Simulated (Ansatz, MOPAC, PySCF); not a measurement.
C$_{4}$H$_{12}$O$_{3}$Sn, SMILES `C[C](C)(C)[Sn]([OH])([OH])[OH]`, neutral singlet in the gas phase. In the def2 sets core potentials replace the inner electrons of Sn.

Cartesian coordinates (Å):
```xyz
20

C     -1.7854     0.6134     0.0759
C     -0.6317    -0.3420    -0.2112
C     -0.7524    -1.6241     0.6062
C     -0.5124    -0.6403    -1.7023
Sn     1.1901     0.6438     0.3981
O      1.4106     2.4375    -0.4271
O      2.8224    -0.3802    -0.0856
O      1.2930     0.9333     2.3609
H     -2.7396     0.1468    -0.2299
H     -1.6841     1.5589    -0.4793
H     -1.8625     0.8521     1.1483
H     -1.6801    -2.1567     0.3277
H      0.0903    -2.3086     0.4216
H     -0.7977    -1.4197     1.6873
H     -1.4263    -1.1535    -2.0532
H     -0.4008     0.2802    -2.2965
H      0.3437    -1.2968    -1.9230
H      2.2701     2.5003    -0.8615
H      3.3784    -0.5064     0.6930
H      1.4746     1.8619     2.5508
```
Charge 0, multiplicity 1.

All levels are single points at this geometry (PBE0-D3(BJ)/def2-SVP); Pople sets use spherical d functions. Orbital energies aren't observables, and empty levels follow the basis.

CAM-B3LYP-D3(BJ)/def2-TZVP in Ansatz (a quantum-chemistry and plane-wave program) gives HOMO (eV) = -8.94.

Q: Estimate the HOMO (eV) from each of these levels: B3LYP-D3(BJ)/def2-TZVP in Ansatz; PBE-D3(BJ)/def2-TZVP in Ansatz; B3LYP/6-31G* (LANL2DZ on Sn) in PySCF; PBE/6-31G* (LANL2DZ on Sn) in PySCF; HF/6-31G* (LANL2DZ on Sn) in PySCF; AM1 in MOPAC; PM3 in MOPAC; PM6 in MOPAC; PM7 in MOPAC.

A: 
| level | HOMO (eV) |
|---|---|
| B3LYP-D3(BJ)/def2-TZVP in Ansatz | -7.43 |
| PBE-D3(BJ)/def2-TZVP in Ansatz | -6.32 |
| B3LYP/6-31G* (LANL2DZ on Sn) in PySCF | -7.18 |
| PBE/6-31G* (LANL2DZ on Sn) in PySCF | -6.00 |
| HF/6-31G* (LANL2DZ on Sn) in PySCF | -10.48 |
| AM1 in MOPAC | -9.23 |
| PM3 in MOPAC | -10.27 |
| PM6 in MOPAC | -10.02 |
| PM7 in MOPAC | -9.72 |
